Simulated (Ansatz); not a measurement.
One change: `[SH][Ge][Cl]` becomes `[F][Ge][SH]`.

Ansatz, PBE0-D4/def2-TZVP geometries, multiplicity 1. Each molecule was computed in one conformer, which needn't be the lowest.

Scalar relativity is left out up to krypton.

| property | `[SH][Ge][Cl]` |
| --- | --- |
| LUMO energy (ωB97M-V/def2-TZVPP) / eV | -0.78 |
| size of the dipole moment (ωB97M-V/def2-TZVPP) / D | 1.05 |
| HOMO–LUMO gap (PBE/def2-TZVPP) / eV | 3.10 |
| HOMO energy (PBE0/def2-TZVPP) / eV | -7.59 |
| HOMO energy (PBE/def2-TZVPP) / eV | -6.51 |
| LUMO energy (PBE/def2-TZVPP) / eV | -3.41 |

What does the change do to each property? (An estimate is asked.)

Computed: 
| property | `[F][Ge][SH]` | shift |
| --- | --- | --- |
| LUMO energy (ωB97M-V/def2-TZVPP) / eV | -0.48 | 0.30 |
| size of the dipole moment (ωB97M-V/def2-TZVPP) / D | 2.58 | 1.53 |
| HOMO–LUMO gap (PBE/def2-TZVPP) / eV | 3.34 | 0.24 |
| HOMO energy (PBE0/def2-TZVPP) / eV | -7.62 | -0.03 |
| HOMO energy (PBE/def2-TZVPP) / eV | -6.50 | 0.01 |
| LUMO energy (PBE/def2-TZVPP) / eV | -3.16 | 0.25 |

Dipoles are sizes alone; their direction can turn.
